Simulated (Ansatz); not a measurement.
The first iterations of a band of CH3BOS (7 atoms, charge 0, multiplicity 1).

All numbers below come from RKS BLYP/def2-SVP (Ansatz 0.2.0).

```json
{
  "movable images": "9",
  "climbing image": "yes",
  "spring": "5.0 eV/Å²",
  "optimiser": "quadratic models (default)",
  "start path": "through a guess of the saddle point",
  "force threshold": "0.03 eV/Å",
  "iteration limit": "60",
  "end points": "relaxed"
}
```

Initial state:

```xyz
7
Properties=species:S:1:pos:R:3
B -0.990 0.440 -0.480
O -0.316 0.585 0.716
C 0.755 -0.322 0.393
S 0.117 -0.760 -1.328
H -2.016 0.993 -0.789
H 1.736 0.191 0.367
H 0.776 -1.195 1.076
```

Final state:

```xyz
7
Properties=species:S:1:pos:R:3
B -1.302 1.201 1.533
O -0.522 0.291 1.045
C 0.452 -0.271 0.154
S -0.243 -0.936 -1.404
H -0.460 0.276 -1.992
H 1.216 0.500 -0.051
H 0.919 -1.130 0.670
```

| iteration | highest image above the first end (eV) | largest band force component (eV/Å) |
| --- | --- | --- |
| 1 | 5.463 | 18.963 |
| 2 | 4.542 | 3.491 |
| 3 | 3.734 | 1.558 |
| 4 | 3.330 | 2.181 |
| 5 | 3.173 | 0.805 |
| 6 | 3.227 | 1.202 |

Does the band converge within its limit, and where does its top end?

It converged. It ended after 18 iterations with the highest image 3.139 eV above the first end. Neighbouring images differ by up to 1.3 eV, so the band resolves the path poorly. A vibrational analysis at the climbing image gives one clearly imaginary mode, 645i cm⁻¹: a first-order saddle point. The orbitals stay closed-shell, which can raise the energy where a bond breaks towards radicals; this wasn't checked here.

Time of the run: 3.5 min on 1 thread of Intel(R) Xeon(R) Platinum 8488C (Sapphire Rapids), with other jobs on the host, peak memory 0.15 GiB.
